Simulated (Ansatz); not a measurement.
AlFH₂OZn (`[OH][AlH][Zn][F]`), charge 0, multiplicity 1.

(1) Give a relaxed structure at PBE0-D4/def2-TZVP (Ansatz 0.2.0). (Best estimate.)

Results:

(1) The calculation gave: 
Cartesian coordinates in Å:
```
O -0.516 0.767 -1.481
Al 0.419 0.498 -0.090
Zn -0.331 -1.410 1.243
F -0.868 -2.790 2.213
H -0.349 1.474 -2.103
H 1.645 1.461 0.217
```
Point group Cs.
